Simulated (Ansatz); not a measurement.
Counterpoise correction, worked out

The pair of CH4 (SMILES C, atoms 1–5) and AsH3 (SMILES [AsH3], atoms 6–9), both closed shells, in one local arrangement (a lower one may exist), relaxed at PBE0-D4/def2-TZVP:

C1  (-0.136, -0.227, -1.740)
H2  (-0.061, -0.375, -2.817)
H3  (0.749, 0.301, -1.385)
H4  (-0.207, -1.195, -1.245)
H5  (-1.026, 0.361, -1.516)
As6  (-0.160, -0.249, 2.075)
H7  (1.283, -0.052, 1.634)
H8  (-0.568, 1.114, 1.536)
H9  (0.127, 0.321, 3.457)
(Å)

Computed with Ansatz 0.2.0 (basis: def2-TZVPPD); correlated methods freeze the cores. Filled d shells of the heavier atoms are correlated. The def2 sets are not built for correlating such inner shells, so the correlated values are less sure here.

CCSD(T) total energies in eV:

| system | geometry | basis functions | energy |
| --- | --- | --- | --- |
| pair | pair | all | -61951.87213 |
| CH4 | as in the pair | all (partner as ghosts) | -1100.41503 |
| AsH3 | as in the pair | all (partner as ghosts) | -60851.42827 |
| CH4 | as in the pair | its own | -1100.41233 |
| AsH3 | as in the pair | its own | -60851.41444 |
| CH4 | free (PBE0-D4 minimum) | its own | -1100.41235 |
| AsH3 | free (PBE0-D4 minimum) | its own | -60851.41428 |

Problem. Work out the interaction energy with and without the counterpoise correction, the superposition error, and the binding energy from the relaxed fragments.

Solution. Without correction: -61951.87213 − (-1100.41233) − (-60851.41444) = -0.04536 eV.
With correction (each fragment in the whole basis): -61951.87213 − (-1100.41503) − (-60851.42827) = -0.02883 eV = -0.66 kcal/mol.
The superposition error is the difference, 0.01653 eV, 36 % of the uncorrected value: each fragment borrows its partner's functions.
Deformation from the free shapes: 0.00002 eV for CH4 and -0.00016 eV for AsH3 (a small negative value is possible, since the free shapes are minima of another method).
Binding energy from relaxed fragments: -0.02883 + 0.00002 + (-0.00016) = -0.02897 eV = -0.67 kcal/mol (electronic, without zero-point energy; negative means bound). For comparison, the corrected interaction energy by CCSD(T) at an estimated basis limit (MP2 extrapolated from triple and quadruple zeta, plus CCSD(T) − MP2 in triple zeta) is -0.036 eV; triple zeta with the correction binds less.

T1 diagnostic: at most 0.012.

For scale, one of the runs: CCSD(T)/def2-TZVPPD, 210 basis functions, launched by `ansatz run in.yaml --threads 4 --pin off --events-out ev --progress --plain --max-ram 9574MiB`. The run took 14 s on 4 CPU threads of an AMD EPYC 9R45 (shared host), with 2.8 GiB of host memory at its peak.
